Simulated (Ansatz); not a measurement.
Consider the formal loss of a carbene: `C[CH](C)[Sn][Cl]` → `C[CH2][Sn][Cl]` + `[CH2]` (triplet).

Program: Ansatz. Geometries: PBE0-D4/def2-TZVP. ΔE: electronic, gas phase. CCSD(T)/CBS adds triple-zeta CCSD(T) − MP2 to the extrapolated MP2 energy (def2 sets, frozen cores). This one scheme is used for every species. DFT in def2-TZVPP. B3LYP here is the variant with VWN-RPA as its local correlation; programs differ in this. Triplets are unrestricted, without spin–orbit coupling. def2 core potentials past Kr. For Sn outer-core shells are correlated without core-valence functions, which leaves a few kJ/mol of doubt a bond. Each species was taken in one conformer, which may not be the lowest.

| level | ΔE (eV) |
| --- | --- |
| PBE-D4 | 4.56 |
| BLYP | 4.21 |
| B3LYP | 4.26 |
| CCSD(T)/def2-TZVPP | 4.40 |

Question: What does CCSD(T)/CBS give? (Estimate.)

Answer: Ansatz gave: +4.52 eV. The listed levels differ from it by 0.04, -0.31, -0.26, -0.12 eV.

Largest T1 diagnostic among the species: 0.013.

At CCSD(T), def2-SVP lies −0.15 eV from the extrapolated value and def2-TZVPP −0.12 eV. From r2SCAN to r2SCAN0 (25 % exact exchange), in def2-TZVPP and without D4, ΔE moves by −0.05 eV.
